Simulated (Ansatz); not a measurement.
Start from `N[SiH]([SiH3])S` and change one atom or group to get `N[SiH]([SiH3])[SiH3]`.

Ansatz, PBE0-D4/def2-TZVP geometries, multiplicity 1. Each molecule was computed in one conformer, which needn't be the lowest.

```json
{"property": "HOMO energy (B3LYP/def2-TZVPP) / eV", "`N[SiH]([SiH3])S`": "-6.81"}
{"property": "ideal-gas entropy at 298 K and 1 bar (rigid rotor, harmonic PBE0-D4/def2-TZVP) / J/(mol·K)", "`N[SiH]([SiH3])S`": "375"}
{"property": "LUMO energy (PBE0/def2-TZVPP) / eV", "`N[SiH]([SiH3])S`": "-0.28"}
{"property": "size of the dipole moment (B3LYP/def2-TZVPP) / D", "`N[SiH]([SiH3])S`": "1.04"}
{"property": "HOMO–LUMO gap (B3LYP/def2-TZVPP) / eV", "`N[SiH]([SiH3])S`": "6.33"}
{"property": "HOMO–LUMO gap (ωB97M-V/def2-TZVPP) / eV", "`N[SiH]([SiH3])S`": "10.53"}
```

Problem. Give the same properties after the change, and the shifts. (An estimate is asked.)

Solution. The calculation gave: 
```csv
property,`N[SiH]([SiH3])[SiH3]`,shift
HOMO energy (B3LYP/def2-TZVPP) / eV,-7.17,-0.36
"ideal-gas entropy at 298 K and 1 bar (rigid rotor, harmonic PBE0-D4/def2-TZVP) / J/(mol·K)",389,14
LUMO energy (PBE0/def2-TZVPP) / eV,-0.53,-0.25
size of the dipole moment (B3LYP/def2-TZVPP) / D,1.56,0.52
HOMO–LUMO gap (B3LYP/def2-TZVPP) / eV,6.48,0.15
HOMO–LUMO gap (ωB97M-V/def2-TZVPP) / eV,10.81,0.28
```

With PBE0 the HOMO falls by 0.35 eV and the LUMO falls by 0.25 eV, so the gap widens by about 0.10 eV. PBE moves the HOMO by -0.19 eV and ωB97M-V by -0.52 eV. The zero-point energy changes by 39.4 kJ/mol with +6 modes. Dipoles are sizes alone; their direction can turn.

B3LYP here is the variant with VWN-RPA as its local correlation; programs differ in this.
